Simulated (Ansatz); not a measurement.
Consider the redistribution: `N[SiH](Cl)O[SiH3]` + `NC1(F)BO1` → `N[SiH2]O[SiH](N)Cl` + `FC1BO1`.

Calculated with Ansatz (gas phase, PBE0-D4/def2-TZVP geometries, no zero-point term in ΔE). CCSD(T)/CBS is the MP2 limit (def2-TZVPP, def2-QZVPP) plus CCSD(T) − MP2 in def2-TZVPP, frozen cores. Functionals use def2-TZVPP. B3LYP here is the variant with VWN-RPA as its local correlation; programs differ in this. One conformer a species, not always the lowest.

`N[SiH](Cl)O[SiH3]`:

Z-matrix (Å, degrees):
```
Si
Cl 1 2.072
O 1 1.620 2 106.3
N 1 1.692 2 114.5 3 -119.7
H 1 1.474 2 105.7 3 120.2
Si 3 1.643 1 142.5 2 16.8
H 4 1.008 1 120.8 2 71.0
H 4 1.007 1 120.0 2 -76.1
H 6 1.482 3 107.3 1 169.2
H 6 1.485 3 110.5 1 49.6
H 6 1.484 3 110.1 1 -71.6
```

`NC1(F)BO1`:

Cartesian coordinates in Å:
```
N 0.285 0.123 -1.213
C 0.216 -0.124 0.150
F 1.316 -0.773 0.652
B -0.973 0.090 1.055
O -0.046 1.047 0.985
H -0.027 -0.665 -1.760
H 1.210 0.413 -1.510
H -1.981 -0.111 1.640
```

`N[SiH2]O[SiH](N)Cl`:

Z-matrix (Å, degrees):
```
Si
O 1 1.645
N 1 1.711 2 111.8
H 1 1.481 2 107.3 3 121.1
H 1 1.481 2 107.1 3 -118.2
Si 2 1.621 1 135.5 3 -23.2
H 3 1.006 1 121.9 2 93.8
H 3 1.005 1 121.5 2 -111.4
N 6 1.697 2 109.9 1 65.3
Cl 6 2.077 2 106.5 1 -57.7
H 6 1.473 2 111.2 1 -172.8
H 9 1.009 6 117.7 2 -50.1
H 9 1.008 6 119.9 2 168.4
```

`FC1BO1`:

```xyz
6

F     1.341   -1.005    0.364
C     0.117   -0.430    0.427
B    -0.381    0.437   -0.703
O     0.180    1.021    0.362
H    -0.426   -0.795    1.292
H    -0.832    0.772   -1.742
```

| level | ΔE (kcal/mol) |
| --- | --- |
| PBE0-D4 | -21.5 |
| ωB97X-V | -21.6 |
| B2PLYP | -22.5 |
| PBE0 | -20.8 |
| B3LYP | -21.4 |
| HF/def2-TZVPP | -22.1 |
| CCSD(T)/def2-TZVPP | -22.7 |
| CCSD/CBS(def2) | -23.6 |

Task: What does CCSD(T)/CBS give? (Best estimate.)

Result: The calculation gave: -23.5 kcal/mol. The listed levels differ from it by 2.0, 1.9, 1.0, 2.7, 2.1, 1.4, 0.8, -0.1 kcal/mol.

Largest T1 diagnostic among the species: 0.016.

The D4 term adds −1.2 kcal/mol with B3LYP and −0.7 kcal/mol with PBE0; it sums over pairs of atoms, weighted by their polarisabilities, and B3LYP, whose exchange is more repulsive, gets the larger term. From PBE to PBE0 (25 % exact exchange), in def2-TZVPP and without D4, ΔE moves by −0.7 kcal/mol.
